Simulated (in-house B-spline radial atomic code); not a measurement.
Cs VIII (Cs7+): [Kr] 4d10 5s2

Computed with an all-electron radial atomic-structure program (B-spline basis): Dirac-Kohn-Sham LDA PW92, spherical fractional occupations, Fermi nucleus of rms radius 4.8041 fm.

Effective charges: Z_r = [3n² - l(l+1)]/(2<r>) from the radius, Z_e = n√(-2ε) from the energy, and Slater's rules. Values are occupation-weighted means over j. An effective charge above Z reflects the relativistic contraction of the inner shells.

| shell | electrons | ε (eV) | <r> (bohr) | Z_r | Z_e | Slater |
| --- | --- | --- | --- | --- | --- | --- |
| 1s | 2 | -35823 | 0.02613 | 57.40 | 51.31 | 54.70 |
| 2s | 2 | -5695.5 | 0.1118 | 53.68 | 40.92 | 50.85 |
| 2p | 6 | -5132.1 | 0.09799 | 51.03 | 38.84 | 50.85 |
| 3s | 2 | -1255.5 | 0.2991 | 45.14 | 28.82 | 43.75 |
| 3p | 6 | -1072.8 | 0.2968 | 42.12 | 26.64 | 43.75 |
| 3d | 10 | -798.58 | 0.2736 | 38.37 | 22.98 | 33.85 |
| 4s | 2 | -308.65 | 0.6927 | 34.64 | 19.05 | 27.25 |
| 4p | 6 | -249.69 | 0.7353 | 31.28 | 17.14 | 27.25 |
| 4d | 10 | -162.42 | 0.8229 | 25.52 | 13.82 | 15.85 |
| 5s | 2 | -105.29 | 1.542 | 24.32 | 13.91 | 11.35 |

The least bound orbital is 5s1/2 at -105.3 eV, and it is also the most diffuse (<r> = 1.542 bohr).

Spin-orbit splittings of the orbital energies (j = l + 1/2 above j = l - 1/2 when positive): 2p 351.9 eV, 3p 67.44 eV, 3d 14.34 eV, 4p 14.02 eV, 4d 2.369 eV.

For the 1s electron the small component carries 4.11 % of the norm, the zero-frequency Breit interaction raises the level by 92.01 eV, self-energy by 53.14 eV, and vacuum polarisation lowers it by 7.561 eV.
